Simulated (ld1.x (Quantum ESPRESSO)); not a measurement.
**manganese (Mn), ultrasoft: configuration errors across variants**

manganese (Mn), ultrasoft, made with ld1.x (Quantum ESPRESSO) 7.5 (PW91, scalar-relativistic). Core [Ne], reference 3s2 3p6 3d5 4s1.75 4p0.25. Waves: 3s (bound): rcut 1.20, rcutus 1.50 bohr; 4s (bound): rcut 1.20, rcutus 1.50 bohr; 3p (bound): rcut 1.65, rcutus 1.95 bohr; 4p (bound): rcut 1.65, rcutus 1.95 bohr; 3d (bound): rcut 1.35, rcutus 1.75 bohr; 3d channel at 2.25 Ry: rcut 1.35, rcutus 1.75 bohr. Local part: all-electron potential smoothed inside 1.65 bohr (lloc = -1). Core correction: Bessel-smoothed model core inside 0.70 bohr. Augmentation charge: PSQ, inside the norm-conserving radii.

All-electron excitation energies from the reference (eV): (1) 3s2 3p6 3d5 4s2 4p0 -0.943; (2) 3s2 3p6 3d5 4s1 4p0 7.532; (3) 3s2 3p6 3d5 4s0 4p0 23.173; (4) 3s2 3p6 3d5 4s0 4p2 7.029; (5) 3s1 3p6 3d5 4s2 4p0 92.575; (6) 3s2 3p6 3d5 4s0 4p1 12.291; (7) 3s2 3p6 3d4 4s0 4p0 55.793.

4 further variants failed, have other tests or another functional or relativity, and are left out.

Errors AE − PS in meV (a dash: test not solved or not reliable):

```csv
change,(1),(2),(3),(4),(5),(6),(7),bound ghosts
base,0.0,-0.3,-3.1,-3.2,-41,-4.2,+30,none
local potential all-electron potential smoothed inside 1.35 bohr (lloc = -1),0.0,-0.4,-1.3,-2.0,-51,-1.6,+34,none
"waves 3s (bound): rcut 1.20, rcutus 1.38 bohr; 4s (bound): rcut 1.20, rcutus 1.38 bohr",0.0,-1.0,-9.0,-8.3,-7.3,-9.5,+29,none
"waves 3d (bound): rcut 1.00, rcutus 1.06 bohr; 3d channel at 2.25 Ry: rcut 1.00, rcutus 1.06 bohr",0.0,-0.4,-2.1,-3.1,-31,-4.0,-15,none
type PAW; local potential all-electron potential smoothed inside 1.85 bohr (lloc = -1),+0.1,-0.9,-4.1,-1.4,-51,-2.7,-7.7,none
core correction Bessel-smoothed model core inside 1.72 bohr,+0.1,-0.3,-3.2,-3.2,-2.2,-4.2,+31,none
local potential all-electron potential smoothed inside 1.86 bohr (lloc = -1),+0.1,-0.4,-2.3,-2.8,-52,-3.4,+31,none
```

**Question.** Give the same row for: wave 3d channel at 2.25 Ry: rcut 1.35, rcutus 1.75 bohr becomes 3d channel at 2.05 Ry: rcut 1.35, rcutus 1.75 bohr.

**Answer.** +0.1, -0.3, -3.1, -3.2, -35, -4.2, +24; bound ghosts: none.
